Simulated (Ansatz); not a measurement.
Program: Ansatz. Geometries: PBE0-D4/def2-TZVP. ΔE: electronic, gas phase. CCSD(T)/CBS adds triple-zeta CCSD(T) − MP2 to the extrapolated MP2 energy (def2 sets, frozen cores). DFT in def2-TZVPP. Elements past krypton have def2 core potentials. For Ge, Sb outer-core shells are correlated without core-valence functions, which leaves a few kJ/mol of doubt a bond. Scalar relativity is left out up to krypton.

`[BH2][GeH2][CH3]` + `[SiH3][SbH2]` → `[BH2][SbH][SiH3]` + `[CH3][GeH3]`  (formal exchange of groups at a B–Ge bond)

```json
{"level": "PBE-QIDH", "ΔE (kJ/mol)": "-36.1"}
{"level": "revPBE", "ΔE (kJ/mol)": "-30.0"}
```

Task: What does CCSD(T)/CBS give? (Best estimate.)

Result: Ansatz gave: -33.9 kJ/mol. The listed levels differ from it by -2.2, 3.9 kJ/mol.

Largest T1 diagnostic among the species: 0.015.

Leaving LDA and LC-ωPBE aside and taking each functional with its dispersion term where it has one, the values, not all of them listed here, spread over 7.6 kJ/mol, from PBE-QIDH to B97M-V. In def2-TZVPP, CCSD(T) changes the Hartree–Fock value by −5.5 kJ/mol (the triples alone add −2.4 kJ/mol) and MP2 by −13.6 kJ/mol.
